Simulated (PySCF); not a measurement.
These are TPSSh-D3(BJ)/def2-TZVP // CAM-B3LYP-D3(BJ)/def2-TZVP run with PySCF 2.14.0 values and carry that method's errors. All species are isolated molecules in the gas phase. 

Reference species (SMILES): `[InH3]` (neutral, multiplicity 1).

```json
{
 "HOMO–LUMO gap": "5.47 eV",
 "LUMO": "-2.17 eV"
}
```

Changed species: `[F][In]([F])[F]` (0 of 3 F replaced by H; the reference has 3 of 3 F replaced by H).

Task: What does the change do to the HOMO–LUMO gap and LUMO?

Result: the HOMO–LUMO gap goes up by 0.79 eV, to 6.26 eV; the LUMO drops by 1.61 eV, to -3.78 eV.
